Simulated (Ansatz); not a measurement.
Two isomers of CH8BNOSi: A = `BN[SiH2]OC`, B = `B[Si](C)(N)O`.

Calculated with Ansatz (gas phase, PBE0-D4/def2-TZVP geometries, no zero-point term in ΔE). CBS: MP2 limit from def2 TZ/QZ plus the TZ coupled-cluster correction, frozen cores. Functionals use def2-TZVPP. B3LYP here is the variant with VWN-RPA as its local correlation; programs differ in this. Each species was taken in one conformer, which may not be the lowest.

A:

```xyz
13

B     1.768    0.379   -2.019
N     0.753    0.865   -1.186
Si    0.354    0.275    0.391
O    -1.098   -0.479    0.300
C    -1.845   -0.862    1.432
H     1.937    0.871   -3.097
H     2.453   -0.523   -1.630
H     0.186    1.620   -1.547
H     1.437   -0.645    0.811
H     0.226    1.406    1.351
H    -1.396   -1.728    1.930
H    -2.849   -1.135    1.104
H    -1.927   -0.045    2.158
```

B:

```xyz
13

B    -0.6635    0.2233    1.9198
Si   -0.2758   -0.1194   -0.0157
C     1.4655   -0.6257   -0.4693
N    -0.5226    1.3983   -0.7844
O    -1.3358   -1.3216   -0.4464
H    -1.7485    0.6100    2.2515
H     0.1557    0.1288    2.7886
H     2.1940    0.1060   -0.1116
H     1.7142   -1.5924   -0.0250
H     1.5875   -0.7174   -1.5535
H     0.0307    1.7202   -1.5606
H    -1.3776    1.9198   -0.6867
H    -1.2238   -1.7299   -1.3066
```

Q: Which is lower in electronic energy at CCSD(T)/CBS, and by how much? (An estimate is asked.)

A: Ansatz gave: A, by 14.2 kcal/mol.

Q: Give E(B) − E(A) in kcal/mol with ωB97M-V, CCSD(T)/def2-TZVPP, B2PLYP, B3LYP, MP2/def2-TZVPP, PBE0-D4, B3LYP-D4. (An estimate is asked.)

A: Ansatz gave: ωB97M-V 15.5, CCSD(T)/def2-TZVPP 15.6, B2PLYP 16.9, B3LYP 17.4, MP2/def2-TZVPP 15.5, PBE0-D4 13.8, B3LYP-D4 16.6. None reverses the order clearly.

Largest T1 diagnostic: 0.012.

In def2-TZVPP, CCSD(T) changes the Hartree–Fock value by −4.1 kcal/mol (the triples alone add −0.0 kcal/mol) and MP2 by −4.2 kcal/mol. The D4 term adds −0.8 kcal/mol with B3LYP and −0.5 kcal/mol with PBE0; it sums over pairs of atoms, weighted by their polarisabilities, and B3LYP, whose exchange is more repulsive, gets the larger term.
